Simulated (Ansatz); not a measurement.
Molecule: PH4, charge 0, multiplicity 2. 
Structure (B3LYP-D3(BJ)/def2-TZVP (Ansatz, a first-principles code) minimum search):
```xyz
5

P      0.0325    -0.0567     0.0507
H      0.0039    -0.0096    -1.3558
H      1.3973     0.6153     0.1230
H     -0.6512     1.1379     0.3459
H     -1.2377    -0.8936     0.1261
```
Charge 0, spin multiplicity 2.

Basis-set convergence of Hartree-Fock and CCSD correlation energies (hartree) with Ansatz. Cores are frozen in the correlated levels unless marked. Open shells are spin-unrestricted. No spin-orbit coupling. Non-relativistic.

```csv
basis,functions,E(HF),"E(corr, CCSD)"
cc-pV(D+d)Z,43,-342.97047,-0.17598
cc-pV(T+d)Z,95,-342.98732,-0.21277
cc-pV(Q+d)Z,184,-342.99154,-0.22330
```

Extrapolating the two largest sets (X = 3 and 4) as X^-3: E(corr) = (64·(-0.22330) - 27·(-0.21277))/37 = -0.2310 Eh, an estimate of the basis-set limit. The largest set recovers 96.7 % of it, the smallest 76.2 %.
